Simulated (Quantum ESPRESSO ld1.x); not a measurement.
Species: Ar16+. Configuration: [He] (the NIST ground configuration). Calculated with ld1.x of Quantum ESPRESSO 7.5: scalar-relativistic Kohn-Sham, PBE, spin-unpolarised, spherical densities, point nucleus.

Normalised radial functions P(r) = r R(r), r in bohr:

r             1s
0.003488  0.5045
0.003779  0.5432
0.004061  0.5805
0.004399  0.6246
0.004727  0.6668
0.005121  0.7168
0.005503  0.7645
0.005962  0.8208
0.006407  0.8745
0.006941  0.9376
0.007459  0.9976
0.00808   1.0679
0.008683  1.1346
0.009406  1.2123
0.01011   1.2857
0.01095   1.3708
0.01177   1.4508
0.01275   1.5431
0.0137    1.6291
0.01484   1.7278
0.01595   1.8190
0.01728   1.9228
0.01857   2.0177
0.02011   2.1245
0.02161   2.2210
0.02342   2.3280
0.02516   2.4231
0.02726   2.5265
0.02929   2.6163
0.03173   2.7113
0.0341    2.7912
0.03694   2.8721
0.0397    2.9365
0.04301   2.9969
0.04622   3.0397
0.05007   3.0727
0.05381   3.0879
0.05829   3.0871
0.06264   3.0692
0.06786   3.0292
0.07292   2.9743
0.07899   2.8921
0.08489   2.7990
0.09196   2.6749
0.09883   2.5456
0.1071    2.3844
0.1151    2.2254
0.1246    2.0364
0.1339    1.8581
0.1451    1.6549
0.1559    1.4709
0.1689    1.2694
0.1815    1.0944
0.1966    0.9106
0.2113    0.7576
0.2289    0.6040
0.246     0.4821
0.2665    0.3657
0.2864    0.2781
0.3103    0.1991
0.3334    0.1431

1s: eigenvalue -4011.9 eV, 0 radial nodes, <r> = 0.0848 bohr, 90 % of the charge inside 0.151 bohr.
